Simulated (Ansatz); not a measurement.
Compare A (`CC(C)[NH][AlH2]`) with its isomer B (`C[CH]([AlH2])CN`).

Isolated molecules relaxed with PBE0-D4/def2-TZVP in Ansatz; ΔE leaves out vibrations. CBS: MP2 limit from def2 TZ/QZ plus the TZ coupled-cluster correction, frozen cores. DFT in def2-TZVPP. B3LYP here is the variant with VWN-RPA as its local correlation; programs differ in this. Each species was taken in one conformer, which may not be the lowest.

A:

Z-matrix (Å, degrees):
```
C
C 1 1.523
H 1 1.095 2 110.4
H 1 1.092 2 110.7 3 -119.5
H 1 1.093 2 111.4 3 119.7
C 2 1.523 1 111.0 3 -62.6
N 2 1.453 1 111.4 3 62.2
H 2 1.097 1 108.0 3 179.2
H 6 1.092 2 110.7 1 -178.0
H 6 1.095 2 110.4 1 62.5
H 6 1.093 2 111.3 1 -57.1
Al 7 1.768 2 128.7 1 117.5
H 7 1.012 2 111.3 1 -62.4
H 12 1.585 7 117.4 2 0.0
H 12 1.584 7 117.8 2 -180.0
```

B:

Z-matrix (Å, degrees):
```
C
C 1 1.530
H 1 1.096 2 111.2
H 1 1.093 2 112.0 3 119.7
H 1 1.095 2 112.3 3 -120.4
Al 2 1.966 1 113.4 3 -72.5
C 2 1.523 1 112.7 3 57.2
H 2 1.105 1 107.5 3 174.0
H 6 1.593 2 120.5 1 152.7
H 6 1.592 2 119.9 1 -29.7
N 7 1.458 2 111.9 1 63.5
H 7 1.105 2 108.8 1 -62.0
H 7 1.095 2 109.7 1 -177.6
H 11 1.013 7 110.6 2 175.6
H 11 1.012 7 110.5 2 -66.5
```

Question: Which is lower in electronic energy at CCSD(T)/CBS, and by how much? (Estimate.)

Answer: Ansatz gave: A, by 32.7 kcal/mol.

Question: Give E(B) − E(A) in kcal/mol with B3LYP-D4, CCSD/def2-TZVPP, B2PLYP, r2SCAN-D4, CCSD(T)/def2-TZVPP, B3LYP, ωB97M-V. (Estimate.)

Answer: Computed: B3LYP-D4 33.1, CCSD/def2-TZVPP 33.1, B2PLYP 33.6, r2SCAN-D4 33.2, CCSD(T)/def2-TZVPP 33.1, B3LYP 33.1, ωB97M-V 32.1. None reverses the order clearly.

Largest T1 diagnostic: 0.011.
